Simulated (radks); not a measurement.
Species: C2+. Configuration: [He] 2s2. Calculated with a radial shooting solver on a logarithmic mesh with Libxc functionals: non-relativistic Kohn-Sham, TPSS, spin-polarised, spherical densities, point nucleus; meta-GGA in the generalised Kohn-Sham scheme.

Unscreened Slater integrals over Kohn-Sham orbitals (hartree). They are taken over the spin-up orbitals.

integral      value
F0(2s,2s)   0.66414
F0(2s,1s)   0.92801
G0(2s,1s)  0.072815
F0(1s,1s)    3.5057
